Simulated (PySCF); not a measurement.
# Manganese: a sound run and one with changed settings

Sound run: Mn [Ar] 3d5 4s2, Mn⁺ [Ar] 3d5 4s1. Computed with PySCF 2.14 in cc-pVTZ (7s6p4d2f1g, 68 functions), with no relativity, point nucleus. In the sound run the correlated levels freeze [Ar]. The sound run starts from symmetry-adapted Hartree-Fock orbitals and uses a fine grid where one is needed.

Changed run: initial guess minao, at most 50 SCF cycles.

```tsv
species	method	sound run (hartree)	changed run (hartree)	converged
Mn	UHF	-1149.86867	-1149.75172	yes
Mn	r2SCAN	-1150.97055	-1150.97055	yes
Mn	M06-L	-1150.95762	-1150.95762	yes
Mn⁺	UHF	-1149.64916	-1149.64916	yes
Mn⁺	r2SCAN	-1150.71771	-1150.71771	yes
Mn⁺	M06-L	-1150.68079	-1150.68079	yes
Mn⁺	MP2	-1149.73397	-1149.73397	yes
```

Ionisation energy of Mn:

```
method  sound run (eV)  changed run (eV)
r2SCAN           6.880             6.880
 M06-L           7.533             7.533
```

The plain start fixes occupations by D2h representation alone, and Mn at UHF landed in another state (other ⟨L²⟩ or ⟨S²⟩). 

For comparison, NIST gives 7.434 eV between the lowest levels.
